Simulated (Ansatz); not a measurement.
Job for Ansatz (a program for electronic structure): R-CCSD(T)/aug-cc-pVDZ on N2 (SMILES N#N).

Ansatz 0.2 input:
```yaml
crystal:
  periodic: [false, false, false]
  atoms:
    - {symbol: N, position_ang: [0.35979203, -0.03901225, 3.09924261]}
    - {symbol: N, position_ang: [-0.62280054, 0.08337772, 3.55682295]}
basis:
  gaussian:
    orbitals: aug-cc-pVDZ
magnetization: {spin_polarized: false}
correlation: {method: ccsd_t, electrons: outside_noble_gas}
scf: {lower_state_search: off}
```

### Question
Predict the final total energy.

### Answer
-109.2928 hartree (reference determinant -108.9614, T1 diagnostic 0.013).
